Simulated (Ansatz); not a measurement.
Computed with Ansatz on PBE0-D4/def2-TZVP structures; ΔE is electronic, products minus reactants. CBS: MP2 limit from def2 TZ/QZ plus the TZ coupled-cluster correction, frozen cores. This one scheme is used for every species. Functionals use def2-TZVPP. B3LYP here is the variant with VWN-RPA as its local correlation; programs differ in this. Each species was taken in one conformer, which may not be the lowest.

Consider the formal exchange of groups at the Si–N bond: `O[Si](O)(F)N[SiH2]F` + SiH₄ → `O[Si](O)(F)[SiH3]` + `N[SiH2]F`.

`O[Si](O)(F)N[SiH2]F`:

Z-matrix (Å, degrees):
```
Si
O 1 1.628
F 1 1.591 2 108.9
O 1 1.620 2 106.3 3 -120.7
N 1 1.703 2 115.5 3 117.3
H 2 0.958 1 118.1 3 -54.6
H 4 0.958 1 117.3 2 30.8
Si 5 1.713 1 129.9 2 -114.6
H 5 1.011 1 114.9 2 61.0
F 8 1.602 5 111.3 1 81.5
H 8 1.480 5 108.1 1 -161.7
H 8 1.475 5 110.6 1 -36.7
```

SiH₄:

Cartesian coordinates in Å:
```
Si 0.000 0.000 0.000
H -1.318 -0.410 -0.546
H 0.981 -1.095 -0.202
H -0.133 0.285 1.451
H 0.469 1.221 -0.703
```

`O[Si](O)(F)[SiH3]`:

Cartesian coordinates in Å:
```
O -1.386 1.359 -0.014
Si 0.105 0.695 0.108
O 0.608 0.888 1.641
F 1.053 1.490 -0.910
Si 0.218 -1.575 -0.417
H -1.689 1.631 -0.882
H 0.387 1.705 2.095
H -0.239 -1.773 -1.820
H 1.612 -2.073 -0.289
H -0.669 -2.348 0.489
```

`N[SiH2]F`:

```xyz
7

N     0.839   -0.477    0.407
Si   -0.524    0.208   -0.333
F    -1.042    1.567    0.345
H     1.766   -0.113    0.258
H     0.775   -0.994    1.268
H    -1.645   -0.752   -0.220
H    -0.170    0.560   -1.725
```

CCSD(T)/CBS gives +21.9 kcal/mol.

(1) Another level gave +23.7 kcal/mol. Which?
A. HF/def2-TZVPP
B. B3LYP/def2-TZVPP
C. MP2/def2-TZVPP
D. CCSD(T)/def2-TZVPP

Largest T1 diagnostic among the species: 0.013.

## Answers

(1) C. MP2/def2-TZVPP 23.7, CCSD(T)/def2-TZVPP 22.7, HF/def2-TZVPP 25.7, B3LYP 19.8 kcal/mol.

From PBE to PBE0 (25 % exact exchange), in def2-TZVPP and without D4, ΔE moves by +2.5 kcal/mol. In def2-TZVPP, CCSD(T) changes the Hartree–Fock value by −3.0 kcal/mol (the triples alone add −0.4 kcal/mol) and MP2 by −2.0 kcal/mol.
